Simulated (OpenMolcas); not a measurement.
## Co3+: moving or changing the point charges

Co3+ among 3 point charges of -3 e arranged as a planar triangle (D3h), 2.12 Å from the ion.

| Property | Result |
| --- | --- |
| Program | OpenMolcas |
| Method | CASSCF |
| Basis | ANO-RCC-VTZP [6s5p3d2f1g] |
| Scalar Hamiltonian | DKH2, point nucleus |
| Active space | 6 electrons in 5 orbitals (3d) |
| State averaging | 2S+1 = 5 even, 5 roots; 2S+1 = 3 even, 45 roots; 2S+1 = 1 even, 50 roots |
| Spin-orbit coupling | RASSI with atomic mean-field integrals over the reference wave functions |

Runs around this geometry, states (labels of D3, the rotations of D3h). Energies in cm-1 above the lowest state or level, χT in cm3 K/mol.

| R (Å) | q (e) | Ground state | First state of that spin | First gap with spin-orbit (degeneracies) | χT at 300 K | First state of another spin |
| --- | --- | --- | --- | --- | --- | --- |
| 2.12 | -1.95 | 5A1 | 5E 1379 | 34.7 (1, 2) | 4.375 | 3E 27112 |
| 2.01 | -3 | 5A1 | 5E 3117 | 23.0 (1, 2) | 3.691 | 3A1 27490 |
| 2.12 | -3 | 5A1 | 5E 2589 | 25.8 (1, 2) | 3.824 | 3A1 27612 |
| 2.32 | -3 | 5A1 | 5E 1916 | 30.4 (1, 2) | 4.074 | 3E 27443 |

Taking the first state of the same spin as R^-n, n = -ln(1916 / 3117) / ln(2.32 / 2.01) = 3.4 between the shortest and longest distance.

Scaling the charges by -1.95 / -3 = 0.65 scales the first state of the same spin by 1379 / 2589 = 0.53; with fixed orbitals a first-order splitting would follow the charge.

Without dynamic correlation the repulsion within the d shell is too large (B by tens of per cent), so at a given field states of lower spin stand too high. Point charges give a weaker field than real ligands, and real ions of this kind are often low spin; the high spin found here belongs to the model. Point charges carry no covalency, so the field is a model and not that of real ligands. An unlabelled pair can be two single states that coincide in this model. No measured value stands beside these numbers.
